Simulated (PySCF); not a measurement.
Gas-phase reaction: 2 TaCl3NH + 4 HCl ⇌ 2 TaCl5 + 2 NH2 + H2

Computed with PySCF and rigid-rotor harmonic-oscillator thermochemistry at 1 bar. † marks an energy on the PBE0/def2-TZVP geometry and frequencies; other levels use their own. MP2 freezes the core. Open shells (unrestricted): NH2 (multiplicity 2); the rest are closed-shell singlets. Ta: scalar-relativistic def2 core potential, no spin-orbit coupling. TaCl3NH: computed as isolated molecules; such fragments, hydroxides, amides, oligomers or adducts are transient or little studied in the gas. MP2 isn't extrapolated to the basis-set limit; its ΔH°(298 K) is 273.2 kJ in def2-SVP and 255.6 kJ in def2-TZVPP. The harmonic model lacks anharmonicity and excited electronic states, which grow with temperature; levels with a mode under 35 cm⁻¹ are left out. Soft modes under 120 cm⁻¹ make the harmonic entropy rough for TaCl3NH, TaCl5.

| level | ΔE electronic, kJ | ΔH°(298 K), kJ | ΔS°(298 K), J/K | ΔG°(1800 K), kJ |
|---|---|---|---|---|
| BLYP/def2-TZVP† | 198 | 197 | -150 | 449 |
| MP2/def2-TZVPP† | 256 | 256 | -150 | 508 |
| PBE/def2-SVP | 167 | 165 | -150 | 418 |
| PBE/def2-TZVP† | 181 | 180 | -150 | 433 |
| PBE0/def2-TZVP | 171 | 170 | -150 | 423 |
| ωB97M-V/def2-TZVP† | 184 | 184 | -150 | 436 |
ΔH° is lowest at PBE/def2-SVP and highest at MP2/def2-TZVPP†. No reference value is set beside these.
